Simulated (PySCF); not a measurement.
Compound: H₈P₂SSi₂.
Atom-mapped SMILES: `[SiH3:1][S:2][SiH:3]([PH2:4])[PH2:5]` (hydrogens: H6, H7, H8 on Si1; H9 on Si3; H10, H11 on P4; H12, H13 on P5)

Geometry (PBE0-D3(BJ)/def2-SVP, Å), atoms numbered from 1 in this order:
```
atom  x, y, z in Å
Si1   -1.6801   -1.3422   -0.5761
S2    -0.4375   -0.2104   -1.9240
Si3    1.0620    0.5409   -0.5698
P4     0.4192    2.2683    0.7425
P5     1.7097   -1.1058    0.8458
H6    -2.9616   -1.5593   -1.3045
H7    -1.9324   -0.5767    0.6811
H8    -1.0645   -2.6567   -0.2346
H9     2.1492    1.0355   -1.4645
H10   -0.7615    1.6005    1.1903
H11   -0.2463    2.9412   -0.3275
H12    2.8435   -0.3644    1.3009
H13    2.4359   -1.8137   -0.1593
```

The closed-shell ground state was solved at several levels (PySCF, density fitting, gas phase, non-relativistic).

| level | basis functions | total energy (Eh) | HOMO (eV) | LUMO (eV) | gap (eV) | dipole (D) |
| --- | --- | --- | --- | --- | --- | --- |
| PBE0/def2-TZVP | 233 | -1664.1608 | -7.13 | -0.42 | 6.71 | 0.33 |
| B3LYP/cc-pVTZ | 282 | -1664.9187 | -6.89 | -0.55 | 6.34 | 0.39 |
| B3LYP/6-31G* | 106 | -1664.7346 | -6.82 | -0.42 | 6.40 | 0.53 |
| OPBE/pcSseg-1 | 160 | -1664.5121 | -6.15 | -1.12 | 5.03 | 0.42 |
| PBE0/IGLO-III | 300 | -1664.1530 | -7.06 | -0.29 | 6.77 | 0.37 |
| B97-D/pcSseg-1 | 160 | -1664.6786 | -6.07 | -1.06 | 5.01 | 0.47 |
| PBE0/pcSseg-1 | 160 | -1664.0328 | -7.23 | -0.42 | 6.81 | 0.47 |
| PBE0/6-31G* | 106 | -1663.9995 | -7.11 | -0.32 | 6.79 | 0.53 |

Problem. What might PBE0/pcSseg-2 (327 basis functions) give for the same quantities?

Solution. Total energy -1664.1910 Eh, HOMO -7.18 eV, LUMO -0.54 eV, gap 6.64 eV, dipole 0.44 D.

Problem. Over all these levels, which gives the widest orbital gap and which the narrowest?

Solution. PBE0/pcSseg-1 (global hybrid, 25 % exact exchange) has the widest, 6.81 eV, and B97-D/pcSseg-1 (GGA) the narrowest, 5.01 eV. The two share the basis. From the narrowest to the widest the HOMO moves by -1.16 eV and the LUMO by +0.64 eV.

Problem. How much does the basis alone move the frontier levels among the 5 PBE0 rows (the withheld one included)?

Solution. The HOMO by 0.17 eV and the LUMO by 0.25 eV. By rising basis size (HOMO, LUMO in eV): 6-31G* -7.11, -0.32; pcSseg-1 -7.23, -0.42; def2-TZVP -7.13, -0.42; IGLO-III -7.06, -0.29; pcSseg-2 -7.18, -0.54.

Problem. How far do the dipole and the HOMO energy spread over the levels?

Solution. The dipole runs from 0.33 to 0.53 D (mean 0.44 D) and the HOMO from -7.23 to -6.07 eV.

One conformer stands for the species.

B97-D is run here without its empirical dispersion term; that term would change no orbital, density or response property at a fixed geometry.
